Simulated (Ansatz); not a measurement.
Basis-set series for CH4BFZn (`[CH3][Zn][BH]F`). The species carries charge 0 and has multiplicity 1. The structure was optimised at the PBE0-D4/def2-TZVP level. It is one conformer, not always the lowest.

```xyz
8

C     0.5614    0.4951    1.6241
Zn   -0.0434   -0.0438   -0.1505
B    -0.6660   -0.6218   -2.0735
F    -1.9415   -0.9201   -2.3000
H     1.4139    1.1775    1.5623
H    -0.2336    1.0051    2.1754
H     0.8721   -0.3710    2.2155
H     0.0371   -0.7209   -3.0534
```

```csv
functional,basis,functions,energy (Eh),HOMO (eV),LUMO (eV)
PBE0-D4,def2-TZVPP,213,-1944.25637,-6.70,-1.78
PBE0-D4,def2-QZVPP,391,-1944.30885,-6.71,-1.81
ωB97M-V,def2-TZVPP,213,-1944.52497,-8.84,0.00
ωB97M-V,def2-QZVPP,391,-1944.57571,-8.86,-0.11
```

Task: Give the rows for def2-SVP. (Best estimate.)

Result: Ansatz gave: 
```csv
functional,basis,functions,energy (Eh),HOMO (eV),LUMO (eV)
PBE0-D4,def2-SVP,93,-1943.80495,-6.56,-1.42
ωB97M-V,def2-SVP,93,-1944.06743,-8.68,0.69
```

Positive LUMOs are unbound and depend on the basis. Scalar relativity is left out up to krypton.
